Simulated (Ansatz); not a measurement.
One change: `NC[SiH](N)N` becomes `CO[SiH](N)N`.

Ansatz, PBE0-D4/def2-TZVP geometries, multiplicity 1. Each molecule was computed in one conformer, which needn't be the lowest.

| property | `NC[SiH](N)N` |
| --- | --- |
| LUMO energy (PBE/def2-TZVPP) / eV | -0.16 |
| LUMO energy (ωB97M-V/def2-TZVPP) / eV | 2.07 |
| HOMO energy (PBE/def2-TZVPP) / eV | -4.78 |
| LUMO energy (PBE0/def2-TZVPP) / eV | 0.67 |
| HOMO–LUMO gap (B3LYP/def2-TZVPP) / eV | 6.28 |
| HOMO–LUMO gap (PBE0/def2-TZVPP) / eV | 6.82 |

(1) What does the change do to each property? (Estimate.)

Results:

(1) Ansatz gave: 
| property | `CO[SiH](N)N` | shift |
| --- | --- | --- |
| LUMO energy (PBE/def2-TZVPP) / eV | 0.14 | 0.30 |
| LUMO energy (ωB97M-V/def2-TZVPP) / eV | 2.34 | 0.27 |
| HOMO energy (PBE/def2-TZVPP) / eV | -5.93 | -1.15 |
| LUMO energy (PBE0/def2-TZVPP) / eV | 0.96 | 0.29 |
| HOMO–LUMO gap (B3LYP/def2-TZVPP) / eV | 7.75 | 1.47 |
| HOMO–LUMO gap (PBE0/def2-TZVPP) / eV | 8.35 | 1.53 |

With PBE0 the HOMO falls by 1.24 eV and the LUMO rises by 0.29 eV, so the gap widens by about 1.53 eV. PBE moves the HOMO by -1.15 eV and ωB97M-V by -1.33 eV.

B3LYP here is the variant with VWN-RPA as its local correlation; programs differ in this.
